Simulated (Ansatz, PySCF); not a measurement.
Caution: the restricted solution is unstable towards spin-unrestricted or complex orbitals, so a lower solution exists and this singlet may not be the ground state. This singlet lies 0.18 eV above the relaxed triplet at the level B3LYP/cc-pVTZ // B3LYP-D3(BJ)/def2-TZVP (Ansatz, an electronic-structure program); other levels give the other order.

B3LYP has the VWN-RPA correlation part, as in Gaussian. 

C$_{3}$H$_{4}$O, SMILES `C[C]C=O` (singlet; the order of the spin states depends on the level; C–C–C–O torsion 80°) (charge 0, multiplicity 1)

The numbers are results of B3LYP-D3(BJ)/def2-TZVP in PySCF 2.14.0, not measurements.

* **HOMO**: -6.50 eV
* **dipole moment**: 3.56 D
* **HOMO–LUMO gap**: 3.46 eV
* **LUMO**: -3.04 eV
* **total energy**: -191.8964 Ha
* **cost**: around 22 core-seconds (rough)

```xyz
8

C     -1.0982    -0.0508    -0.1190
C      0.2154    -0.6631    -0.0507
C      1.4168    -0.0108    -0.3030
O      1.7673     0.6428     0.6920
H     -1.8417    -0.5076     0.5342
H     -1.0968     1.0414    -0.0302
H     -1.4091    -0.2852    -1.1556
H      2.0464    -0.1667    -1.1936
```
Charge 0, spin multiplicity 1.
